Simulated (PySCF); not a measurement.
CH3F2GaO. Atoms are numbered in the order given.

```xyz
8

Ga     0.0197    -0.3685     0.0000
F      0.9490    -1.8322     0.0000
F     -1.7178    -0.5016     0.0000
O      0.7918     1.2051     0.0000
C      0.0600     2.4182     0.0000
H      0.3240     3.0092    -0.8931
H      0.3240     3.0092     0.8931
H     -1.0331     2.2605     0.0000
```
Charge 0, spin multiplicity 1.

Geometry: ωB97X-D3(BJ)/def2-SVP. One conformer was computed; it need not be the lowest.

All values below come from B3LYP/pcSseg-1 in PySCF.

GIAO shieldings, no solvent; atoms alike by connectivity are averaged. δ = σ(ref) − σ: ¹⁹F against CFCl3 (σ = 161.7 ppm); ¹⁷O against H2O (σ = 333.8 ppm); ¹³C against TMS (σ = 181.3 ppm); ¹H against TMS (σ = 31.68 ppm), references at their B3LYP-D3(BJ)/def2-TZVP geometries, non-relativistic.

```json
[
 {"nucleus": "¹⁹F", "atoms": "F2, F3", "count": "2", "δ (ppm)": "-201.9"},
 {"nucleus": "¹⁷O", "atoms": "O4", "count": "1", "δ (ppm)": "48.2"},
 {"nucleus": "¹³C", "atoms": "C5", "count": "1", "δ (ppm)": "61.8"},
 {"nucleus": "¹H", "atoms": "H6, H7, H8", "count": "3", "δ (ppm)": "4.44"}
]
```
